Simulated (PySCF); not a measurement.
C₃H₅O₂, SMILES CCO[C]=O, multiplicity 2.

Geometry: PBE0-D3(BJ)/def2-SVP. The isomer is the one that the SMILES or the coordinates give; other isomers of the formula were not compared. Other conformers were not sampled.

Two levels are set side by side: PBE/def2-TZVP (PySCF) and M06-2X/def2-TZVP (PySCF). Same geometry, gas phase. Differences are taken from unrounded values.

```csv
quantity,M06-2X
α-spin orbital gap (eV),9.29
β-spin orbital gap (eV),9.53
dipole moment (D),2.87
mean polarisability (bohr³),42.4
```

### Question
What does PBE give, and how far is it from M06-2X? (An estimate is asked for; the answer gives what the named calculation found.)

### Answer

| quantity | PBE | PBE minus M06-2X |
|---|---|---|
| α-spin orbital gap (eV) | 4.11 | -5.18 |
| β-spin orbital gap (eV) | 4.52 | -5.00 |
| dipole moment (D) | 2.85 | -0.02 |
| mean polarisability (bohr³) | 44.5 | 2.1 |

Loosely held outer electrons make PBE densities more polarisable. Differences between two approximate levels are no errors against the true value.

Rough cost on one machine, each run with all the roots and properties that it gave: M06-2X against PBE about 2 times.
